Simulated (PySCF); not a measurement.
Lowest triplet excitation (TDA) (eV) of eight silicon and germanium compounds: TDA-PBE beside TDA-PBE0, computed with PySCF for isolated molecules in the bases named; differences from unrounded values. The eight are the first of their class met in an unordered collection, after screening for sound electronic states; none was chosen by its value. Each molecule has one DFT geometry for both levels.

```
molecule                                                     basis  TDA-PBE0
-------------------------------------------------------  ---------  --------
CH₁₂N₂Si₃, SMILES N[Si](N)([SiH2][SiH3])C                def2-SVPD      5.29
C4H10Si2, SMILES C=C1CC[Si@H]1[SiH3]                     def2-SVPD      3.81
C3H10ClNSi, SMILES [Si@H](C)(Cl)N(C)C                    def2-SVPD      5.96
1-silylprop-2-en-1-one (C3H6OSi), SMILES O=C(C=C)[SiH3]  def2-SVPD      2.26
CH₈O₂Si₂, SMILES C[Si](O)(O)[SiH3]                       def2-SVPD      5.80
CH7FOSi2, SMILES CO[Si@@H](F)[SiH3]                      def2-SVPD      6.02
CH₁₂Si₅, SMILES [SiH3][Si]1([SiH3])[SiH2]C[SiH2]1        def2-SVPD      4.87
FGeH6NSi, SMILES F[SiH2][NH][GeH3]                       def2-SVPD      5.97
```

Question: Estimate the TDA-PBE values and say how TDA-PBE differs from TDA-PBE0 over the set. (Estimate from the structure and the level; the computed values follow.)

Answer: 
```csv
molecule,TDA-PBE,difference
"CH₁₂N₂Si₃, SMILES N[Si](N)([SiH2][SiH3])C",4.82,-0.48
"C4H10Si2, SMILES C=C1CC[Si@H]1[SiH3]",3.86,0.06
"C3H10ClNSi, SMILES [Si@H](C)(Cl)N(C)C",5.19,-0.77
"1-silylprop-2-en-1-one (C3H6OSi), SMILES O=C(C=C)[SiH3]",2.00,-0.27
"CH₈O₂Si₂, SMILES C[Si](O)(O)[SiH3]",5.39,-0.41
"CH7FOSi2, SMILES CO[Si@@H](F)[SiH3]",5.70,-0.32
"CH₁₂Si₅, SMILES [SiH3][Si]1([SiH3])[SiH2]C[SiH2]1",4.62,-0.25
"FGeH6NSi, SMILES F[SiH2][NH][GeH3]",5.43,-0.53
```
TDA-PBE lies below TDA-PBE0 in 7 and above it in 1 of the eight; the mean signed difference is -0.37 and the largest -0.77 eV.
